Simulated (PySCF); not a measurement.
SMILES CO[C@@H]1C[C@@H]1Br, C₄H₇BrO

Cartesian coordinates in Å; atom numbers follow the order of the lines, from 1:
```xyz
13

C     1.981   -0.177    0.019
O     0.752   -0.796   -0.294
C    -0.318   -0.306    0.432
C    -1.686   -0.542   -0.126
C    -1.127    0.848   -0.102
Br   -0.596    1.642   -1.767
H     2.729   -0.658   -0.607
H     2.236   -0.324    1.075
H     1.961    0.896   -0.198
H    -0.179   -0.342    1.514
H    -1.730   -1.043   -1.081
H    -2.495   -0.786    0.546
H    -1.534    1.588    0.571
```

Level of theory: TDDFT wB97X-D/aug-cc-pVDZ circular dichroism and optical rotation, one conformer, gas phase (PySCF 2.14.0). Geometry: GFN2-xTB.

The molecule is flexible and this is one conformer; a measurement averages over conformers. The calculation is non-relativistic, which matters for the atoms heavier than Zn.

(1) Draw the ECD and absorption spectra from the lowest 16 states, each a Gaussian of half-width 0.35 eV at 1/e height.

## Answers

(1) 
```tsv
E (eV)	λ (nm)	Δε (L mol⁻¹ cm⁻¹)	ε (L mol⁻¹ cm⁻¹)
5.24	237	-0.07	23.8
5.34	232	-0.14	49.8
5.44	228	-0.24	89.1
5.54	224	-0.34	137
5.64	220	-0.38	182
5.74	216	-0.31	216
5.84	212	-0.08	238
5.94	209	+0.21	261
6.04	205	+0.39	304
6.14	202	+0.20	387
6.24	199	-0.51	522
6.34	196	-1.65	704
6.44	193	-2.80	908
6.54	190	-3.31	1100
6.64	187	-2.69	1260
6.74	184	-0.86	1420
6.84	181	+1.79	1650
6.94	179	+4.61	1980
7.04	176	+6.95	2390
7.14	174	+8.29	2760
7.24	171	+8.20	2980
7.34	169	+6.56	3070
7.44	167	+3.86	3160
7.54	164	+1.48	3520
7.64	162	+1.38	4330
7.74	160	+5.07	5510
7.84	158	+12.34	6730
7.94	156	+20.78	7480
```
Δε uses R in velocity form, ε uses f in length form. Only the states computed contribute, so the short-wavelength end is incomplete.
